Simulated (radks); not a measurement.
The iron ion Fe3+, 23 electrons, occupied as [Ar] 3d5 (the NIST ground configuration). Calculated with a radial shooting solver on a logarithmic mesh with Libxc functionals: scalar-relativistic Kohn-Sham, PBE, spin-unpolarised, spherical densities, finite nucleus; Fermi nuclear charge, rms radius 3.7377 fm.

Unscreened Slater integrals over Kohn-Sham orbitals (cm^-1). Empty in this configuration: 4s.

| integral | value |
|---|---|
| F0(3d,3d) | 204500 |
| F2(3d,3d) | 95507 |
| F4(3d,3d) | 59592 |
| F0(3d,3p) | 217860 |
| F2(3d,3p) | 103680 |
| G1(3d,3p) | 128380 |
| G3(3d,3p) | 78062 |
| F0(3d,3s) | 222570 |
| G2(3d,3s) | 97832 |
| F0(3d,2p) | 283790 |
| F2(3d,2p) | 54108 |
| G1(3d,2p) | 39889 |
| G3(3d,2p) | 22641 |
| F0(3d,4s) | 108510 |
| G2(3d,4s) | 13602 |
| F0(3p,3p) | 234670 |
| F2(3p,3p) | 117660 |
| F0(3p,3s) | 239980 |
| G1(3p,3s) | 159240 |
| F0(3p,2p) | 318830 |
| F2(3p,2p) | 63332 |
| G0(3p,2p) | 24627 |
| G2(3p,2p) | 25801 |
| F0(3p,4s) | 110660 |
| G1(3p,4s) | 8292.8 |
| F0(3s,3s) | 245790 |
| F0(3s,2p) | 327030 |
| G1(3s,2p) | 26839 |
| F0(3s,4s) | 111230 |
| G0(3s,4s) | 5974.0 |
| F0(2p,2p) | 851410 |
| F2(2p,2p) | 400820 |
| F0(2p,4s) | 120530 |
| G1(2p,4s) | 3214.2 |
| F0(4s,4s) | 87303 |

Derived for the open shells (J is the average intra-shell exchange parameter used in DFT+U). 3d: Racah B = F2/49 - 5 F4/441 = 1273 cm^-1, C = 35 F4/441 = 4730 cm^-1, C/B = 3.71, F4/F2 = 0.624, J = (F2 + F4)/14 = 11080 cm^-1.
